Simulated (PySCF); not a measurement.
Bond stretch in SMILES [AsH3] (H3As). The As1–H4 bond (As1 also carries H, H; H4 carries nothing else) is varied alone, starting from the PBE0/def2-TZVP optimised geometry.

Levels of theory: UHF/cc-pVTZ (PySCF); RHF/cc-pVTZ (PySCF); UKS-PBE = unrestricted PBE/cc-pVTZ run with PySCF; RKS-PBE = restricted PBE/cc-pVTZ run with PySCF 2.14.0; UKS-LDA (SVWN5) = unrestricted LDA (SVWN5)/cc-pVTZ in PySCF; RKS-LDA (SVWN5) = restricted LDA (SVWN5)/cc-pVTZ in PySCF 2.14.0; UKS-BLYP = unrestricted BLYP/cc-pVTZ run with PySCF 2.14.0; RKS-BLYP = restricted BLYP/cc-pVTZ (PySCF 2.14.0); UKS-B3LYP/6-31G* = unrestricted B3LYP/6-31G*, spherical d (PySCF); RKS-B3LYP/6-31G* = restricted B3LYP/6-31G*, spherical d in PySCF; UKS-M06-2X/6-31G* = unrestricted M06-2X/6-31G*, spherical d in PySCF 2.14.0; RKS-M06-2X/6-31G* = restricted M06-2X/6-31G*, spherical d run with PySCF.

Scanned distances (Å): 1.14, 1.22, 1.29, 1.38, 1.45, 1.49, 1.52, 1.58, 1.61, 1.69, 1.77, 1.89, 2.06, 2.29, 2.49, 2.76, 3.04, 3.37, 3.77, 4.09, 4.54, 5.29.

### Question
Where does the unrestricted solution first break spin symmetry (<S²> of 0.01 or more)?

### Answer
UHF: between 1.89 and 2.06 Å; UKS-PBE: between 2.49 and 2.76 Å; UKS-LDA (SVWN5): between 2.49 and 2.76 Å; UKS-BLYP: between 2.49 and 2.76 Å; UKS-B3LYP/6-31G*: between 2.29 and 2.49 Å; UKS-M06-2X/6-31G*: between 2.06 and 2.29 Å.

| R / Å | <S²> UHF | E(RHF) − E(UHF) / kJ/mol | <S²> UKS-PBE | E(RKS-PBE) − E(UKS-PBE) / kJ/mol | <S²> UKS-LDA (SVWN5) | E(RKS-LDA (SVWN5)) − E(UKS-LDA (SVWN5)) / kJ/mol | <S²> UKS-BLYP | E(RKS-BLYP) − E(UKS-BLYP) / kJ/mol | <S²> UKS-B3LYP/6-31G* | E(RKS-B3LYP/6-31G*) − E(UKS-B3LYP/6-31G*) / kJ/mol | <S²> UKS-M06-2X/6-31G* | E(RKS-M06-2X/6-31G*) − E(UKS-M06-2X/6-31G*) / kJ/mol |
|---|---|---|---|---|---|---|---|---|---|---|---|---|
| 1.14 | 0.00 | 0.0 | 0.00 | 0.0 | 0.00 | 0.0 | 0.00 | 0.0 | 0.00 | 0.0 | 0.00 | 0.0 |
| 1.22 | 0.00 | 0.0 | 0.00 | 0.0 | 0.00 | 0.0 | 0.00 | 0.0 | 0.00 | 0.0 | 0.00 | 0.0 |
| 1.29 | 0.00 | 0.0 | 0.00 | 0.0 | 0.00 | 0.0 | 0.00 | 0.0 | 0.00 | 0.0 | 0.00 | 0.0 |
| 1.38 | 0.00 | 0.0 | 0.00 | 0.0 | 0.00 | 0.0 | 0.00 | 0.0 | 0.00 | 0.0 | 0.00 | 0.0 |
| 1.45 | 0.00 | 0.0 | 0.00 | 0.0 | 0.00 | 0.0 | 0.00 | 0.0 | 0.00 | 0.0 | 0.00 | 0.0 |
| 1.49 | 0.00 | 0.0 | 0.00 | 0.0 | 0.00 | 0.0 | 0.00 | 0.0 | 0.00 | 0.0 | 0.00 | 0.0 |
| 1.52 | 0.00 | 0.0 | 0.00 | 0.0 | 0.00 | 0.0 | 0.00 | 0.0 | 0.00 | 0.0 | 0.00 | 0.0 |
| 1.58 | 0.00 | 0.0 | 0.00 | 0.0 | 0.00 | 0.0 | 0.00 | 0.0 | 0.00 | 0.0 | 0.00 | 0.0 |
| 1.61 | 0.00 | 0.0 | 0.00 | 0.0 | 0.00 | 0.0 | 0.00 | 0.0 | 0.00 | 0.0 | 0.00 | 0.0 |
| 1.69 | 0.00 | 0.0 | 0.00 | 0.0 | 0.00 | 0.0 | 0.00 | 0.0 | 0.00 | 0.0 | 0.00 | 0.0 |
| 1.77 | 0.00 | 0.0 | 0.00 | 0.0 | 0.00 | 0.0 | 0.00 | 0.0 | 0.00 | 0.0 | 0.00 | 0.0 |
| 1.89 | 0.00 | 0.0 | 0.00 | 0.0 | 0.00 | 0.0 | 0.00 | 0.0 | 0.00 | 0.0 | 0.00 | 0.0 |
| 2.06 | 0.16 | 1.9 | 0.00 | 0.0 | 0.00 | 0.0 | 0.00 | 0.0 | 0.00 | 0.0 | 0.00 | 0.0 |
| 2.29 | 0.58 | 34.1 | 0.00 | 0.0 | 0.00 | 0.0 | 0.00 | 0.0 | 0.00 | 0.0 | 0.09 | 0.5 |
| 2.49 | 0.76 | 78.1 | 0.00 | 0.0 | 0.00 | 0.0 | 0.00 | 0.0 | 0.18 | 1.8 | 0.46 | 15.1 |
| 2.76 | 0.89 | 142.4 | 0.41 | 5.5 | 0.07 | 0.1 | 0.30 | 4.2 | 0.56 | 20.4 | 0.00 | 0.0 |
| 3.04 | 0.96 | 205.2 | 0.75 | 26.5 | 0.53 | 10.8 | 0.62 | 19.2 | 0.79 | 49.2 | 0.00 | 0.0 |
| 3.37 | 0.99 | 269.1 | 0.91 | 55.3 | 0.79 | 31.9 | 0.83 | 41.4 | 0.91 | 83.8 | 0.00 | 0.0 |
| 3.77 | 1.01 | 331.4 | 0.98 | 84.6 | 0.93 | 56.8 | 0.95 | 65.7 | 0.97 | 119.0 | 0.00 | — |
| 4.09 | 1.01 | 370.9 | 0.99 | 101.7 | 0.97 | 72.6 | 0.98 | 80.8 | 0.99 | 140.7 | 1.00 | — |
| 4.54 | 1.01 | 413.9 | 1.00 | 117.9 | 0.99 | 88.5 | 1.00 | 95.6 | 1.00 | 162.4 | 1.01 | — |
| 5.29 | 1.01 | 461.9 | 1.00 | 131.9 | 1.00 | 102.6 | 1.00 | 108.6 | 1.00 | 182.8 | 0.00 | — |

Dashes: no converged value, or the column stops at the first point that the program doubted or that broke a chosen test of continuity, which isn't proof of a fault.
